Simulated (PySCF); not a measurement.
## Polarisability and C₆ of Ti (titanium, neutral)

[Ar] 3d2 4s2, high-spin 3F determinant. Computed with PySCF 2.14 in dyall-av2z (16s12p7d2f, 101 functions), with the non-relativistic Hamiltonian (point nucleus). Coupled (time-dependent) response in atomic units; α is the mean over directions. A double-zeta set is small for polarisabilities.

```csv
method,mean α (bohr³),C₆ (like pair),S(−4)
B3LYP,102.3,1164,5357
```

S(−4) is the Cauchy moment in α(ω) = α(0) + S(−4) ω² + …

Reference α: 87 ± 10 bohr³ (recommended; Schwerdtfeger and Nagle, table of static dipole polarizabilities (2023 update)). Published C₆: 1044 (Chu and Dalgarno (2004); Tang, Norbeck and Certain (1976)).

α(iu) at B3LYP:

```tsv
u (hartree)	α(iu) (bohr³)
0	102.3
0.0500	90.61
0.100	68.28
0.200	36.04
0.300	21.40
0.500	10.54
0.750	6.065
1.00	4.133
1.50	2.392
2.00	1.594
3.00	0.8654
5.00	0.3779
```

A single London oscillator, α(iu) = α/(1 + u²/ω²), gives C₆ = (3/4) ω α². Matching the computed C₆ needs ω = 4 × 1164 / (3 × 102.3²) = 0.148 hartree.
